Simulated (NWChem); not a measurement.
System: C₄H₆S; SMILES C#CCCS

Input file for NWChem:

```
start job
memory heap 200 mb stack 900 mb global 1100 mb
geometry units angstroms noautoz
  C      0.941674    -2.436874     0.165508
  C      0.059317    -1.644695    -0.060663
  C     -1.022555    -0.693632    -0.311587
  C     -0.869283     0.649349     0.429971
  S      0.579611     1.665423    -0.069623
  H      1.732498    -3.125353     0.358045
  H     -1.978440    -1.140644    -0.000133
  H     -1.111832    -0.506147    -1.390299
  H     -1.781937     1.240573     0.310585
  H     -0.728263     0.471731     1.499810
  H      0.148409     1.944330    -1.319863
end
basis spherical
  * library def2-tzvp
end
dft
  xc xpbe96 cpbe96
  iterations 150
  semidirect filesize 400000000
  mulliken
end
task dft energy
```

Parts of the log:

```
             Northwest Computational Chemistry Package (NWChem) 7.3.0
             --------------------------------------------------------

 C1  symmetry detected

                             Geometry "geometry" -> ""
                             -------------------------

 Output coordinates in angstroms (scale by  1.889725989 to convert to a.u.)

  No.       Tag          Charge          X              Y              Z
 ---- ---------------- ---------- -------------- -------------- --------------
    1 C                    6.0000     0.92082827    -2.46252159     0.12985194
    2 C                    6.0000     0.04305068    -1.66085158    -0.08011583
    3 C                    6.0000    -1.03323791    -0.69856390    -0.31149431
    4 C                    6.0000    -0.86762729     0.63149537     0.45042040
    5 S                   16.0000     0.58619484     1.64535358    -0.03926021
    6 H                    1.0000     1.70765497    -3.15935009     0.30820609
    7 H                    1.0000    -1.99090354    -1.14386135    -0.00306901
    8 H                    1.0000    -1.12565293    -0.49351401    -1.38674061
    9 H                    1.0000    -1.77665202     1.23076668     0.34419385
   10 H                    1.0000    -0.72343918     0.43609607     1.51673141
   11 H                    1.0000     0.15179276     1.94685559    -1.28313147

 Effective nuclear repulsion energy (a.u.)     192.6001454933

  pbe96 is a nonlocal functional; adding pw91lda local functional.

                                 NWChem DFT Module
                                 -----------------

 Summary of "ao basis" -> "ao basis" (spherical)
 ------------------------------------------------------------------------------
       Tag                 Description            Shells   Functions and Types
 ---------------- ------------------------------  ------  ---------------------
 C                         def2-tzvp                11       31   5s3p2d1f
 S                         def2-tzvp                13       37   5s5p2d1f
 H                         def2-tzvp                 4        6   3s1p

            General Information
            -------------------
          SCF calculation type: DFT
          Wavefunction type:  closed shell.
          No. of atoms     :    11
          No. of electrons :    46
           Alpha electrons :    23
            Beta electrons :    23
          Charge           :     0
          Spin multiplicity:     1
          Use of symmetry is: off; symmetry adaption is: off
          Maximum number of iterations: 150
          AO basis - number of functions:   197
                     number of shells:    81
          Convergence on energy requested:  1.00D-06
          Convergence on density requested:  1.00D-05
          Convergence on gradient requested:  5.00D-04

              XC Information
              --------------
          PerdewBurkeErnzerhof Exchange Functional  1.000
            Perdew 1991 LDA Correlation Functional  1.000 local
           PerdewBurkeErnz. Correlation Functional  1.000 non-local

             Grid Information
             ----------------
          Grid used for XC integration:  medium
          Radial quadrature: Mura-Knowles
          Angular quadrature: Lebedev.
          Tag              B.-S. Rad. Rad. Pts. Rad. Cut. Ang. Pts.
          ---              ---------- --------- --------- ---------
          C                   0.70       49          12.0       434
          S                   1.00       88          13.0       590
          H                   0.35       45          13.0       434
          Grid pruning is: on
          Number of quadrature shells:   554
          Spatial weights used:  Erf1

      Superposition of Atomic Density Guess
      -------------------------------------

 Sum of atomic energies:        -551.16366934

      Non-variational initial energy
      ------------------------------

 Total energy =    -553.870192
 1-e energy   =   -1136.208278
 2-e energy   =     389.737941
 HOMO         =      -0.291527
 LUMO         =       0.027859

------------------------------------------------------------
EAF file 0: "./job.aoints.0" size=822607872 bytes
------------------------------------------------------------
               write      read    awrite     aread      wait
               -----      ----    ------     -----      ----
     calls:     1569         0         0         0         0
   data(b): 8.23e+08  0.00e+00  0.00e+00  0.00e+00
   time(s): 0.00e+00  0.00e+00  0.00e+00  0.00e+00  0.00e+00
rate(mb/s): 0.00e+00  0.00e+00
------------------------------------------------------------

     ---------------------------------------------
      Total Density - Mulliken Population Analysis
     ---------------------------------------------

    Atom       Charge   Shell Charges
 -----------   ------   -------------------------------------------------------
    1 C    6     6.35   0.86  1.12  0.60  0.49  0.10  1.24  1.47  0.46  0.01  0.00  0.01
    2 C    6     5.98   0.86  1.12  0.60  0.52  0.13  1.18  1.20  0.27  0.02  0.08  0.01
    3 C    6     6.30   0.86  1.12  0.54  0.64  0.15  1.19  1.33  0.37  0.02  0.08  0.00
    4 C    6     6.20   0.86  1.12  0.54  0.67  0.10  1.12  1.33  0.36  0.02  0.08  0.00
    5 S   16    16.33   2.01  0.49  1.48  1.07  0.78  4.18  1.69  0.91  2.40  1.25  0.02  0.05  0.01
    6 H    1     0.74   0.22  0.42  0.09  0.02
    7 H    1     0.83   0.24  0.44  0.13  0.02
    8 H    1     0.82   0.24  0.44  0.12  0.02
    9 H    1     0.83   0.25  0.45  0.12  0.02
   10 H    1     0.84   0.25  0.45  0.13  0.02
   11 H    1     0.76   0.20  0.41  0.13  0.02

   convergence    iter        energy       DeltaE   RMS-Dens  Diis-err
 ---------------- ----- ----------------- --------- --------- ---------
 d= 0,ls=0.0,diis     1   -553.7670068072 -7.46D+02  7.39D-03  1.20D+00
 d= 0,ls=0.0,diis     2   -553.7773064322 -1.03D-02  4.93D-03  4.31D-01
 d= 0,ls=0.0,diis     3   -553.7389989068  3.83D-02  2.42D-03  7.27D-01
 d= 0,ls=0.0,diis     4   -553.8226539390 -8.37D-02  8.75D-04  1.06D-01
 d= 0,ls=0.0,diis     5   -553.8357525038 -1.31D-02  3.30D-04  2.76D-03
  Resetting Diis
 d= 0,ls=0.0,diis     6   -553.8360312815 -2.79D-04  1.31D-04  4.90D-04
 d= 0,ls=0.0,diis     7   -553.8360994254 -6.81D-05  4.16D-05  1.81D-05
 d= 0,ls=0.0,diis     8   -553.8360952508  4.17D-06  2.54D-05  4.91D-05
 d= 0,ls=0.0,diis     9   -553.8361014339 -6.18D-06  5.13D-06  3.03D-06
 d= 0,ls=0.0,diis    10   -553.8361017280 -2.94D-07  2.12D-06  5.58D-07

         Total DFT energy =     -553.836101728040
      One electron energy =    -1141.016383327316
           Coulomb energy =      443.747219045133
    Exchange-Corr. energy =      -49.167082939151
 Nuclear repulsion energy =      192.600145493293

 Numeric. integr. density =       46.000033805230

                       DFT Final Molecular Orbital Analysis
                       ------------------------------------

 Vector   21  Occ=2.000000D+00  E=-2.438069D-01
              MO Center=  4.0D-01, -1.9D+00,  3.7D-03, r^2= 2.2D+00
   Bfn.  Coefficient  Atom+Function         Bfn.  Coefficient  Atom+Function
  ----- ------------  ---------------      ----- ------------  ---------------
     8      0.253389   1 C  pz               39      0.239711   2 C  pz
    42      0.202549   2 C  pz               11      0.200922   1 C  pz
     7      0.154878   1 C  py               38      0.143417   2 C  py
    14      0.129407   1 C  pz               41      0.117613   2 C  py
    10      0.110683   1 C  py               98     -0.103207   4 C  s

 Vector   22  Occ=2.000000D+00  E=-2.400866D-01
              MO Center=  3.3D-01, -1.9D+00,  2.9D-03, r^2= 2.2D+00
   Bfn.  Coefficient  Atom+Function         Bfn.  Coefficient  Atom+Function
  ----- ------------  ---------------      ----- ------------  ---------------
     6      0.194422   1 C  px               37      0.180306   2 C  px
     7      0.173548   1 C  py                8     -0.163595   1 C  pz
    38      0.157682   2 C  py                9      0.154768   1 C  px
    40      0.150099   2 C  px               39     -0.149252   2 C  pz
    10      0.133644   1 C  py               41      0.133237   2 C  py

 Vector   23  Occ=2.000000D+00  E=-2.073937D-01
              MO Center=  4.4D-01,  1.5D+00, -5.3D-02, r^2= 2.2D+00
   Bfn.  Coefficient  Atom+Function         Bfn.  Coefficient  Atom+Function
  ----- ------------  ---------------      ----- ------------  ---------------
   140      0.410477   5 S  py              143      0.323917   5 S  py
   139     -0.231286   5 S  px              137      0.190322   5 S  py
   142     -0.178692   5 S  px              141      0.175798   5 S  pz
    67      0.172283   3 C  s                 5     -0.167642   1 C  s
   131     -0.157407   5 S  py              144      0.134662   5 S  pz

 Vector   24  Occ=0.000000D+00  E=-2.557336D-02
              MO Center= -9.0D-02,  8.0D-01, -2.4D-01, r^2= 6.0D+00
   Bfn.  Coefficient  Atom+Function         Bfn.  Coefficient  Atom+Function
  ----- ------------  ---------------      ----- ------------  ---------------
    67      1.677239   3 C  s                98      1.685464   4 C  s
     5     -1.361654   1 C  s                44     -0.868586   2 C  py
   194     -0.802659  11 H  s                43      0.761123   2 C  px
   176     -0.719347   8 H  s               182     -0.721288   9 H  s
   144     -0.634842   5 S  pz              188     -0.619329  10 H  s

[...]
```

Level: PBE/def2-TZVP. The geometry was optimised at B3LYP/6-31G* (spherical d).
